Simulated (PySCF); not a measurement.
C6H4Cl, SMILES Clc1cc[c]cc1, multiplicity 2. Geometry optimised at PBE0-D3(BJ)/def2-SVP. The isomer is the one that the SMILES or the coordinates give; other isomers of the formula were not compared.

Give the equilibrium geometry at PBE0-D3(BJ)/def2-SVP (PySCF confirms it by a frequency run) as a Z-matrix, and its point group. (Estimate from the structure and the level; the computed values follow.)

point group C2v.
```
C
C 1 1.3962
H 2 1.0918 1 119.69
C 1 1.3962 2 121.61 3 180.00
H 4 1.0918 1 119.69 2 180.00
C 2 1.3997 3 120.93 1 180.00
C 6 1.3763 2 117.05 3 180.00
C 7 1.3763 6 125.51 2 0.00
H 8 1.0931 7 122.50 6 180.00
H 6 1.0931 7 122.50 8 180.00
Cl 1 1.7337 2 119.19 3 0.00
```
Charge 0, spin multiplicity 2.
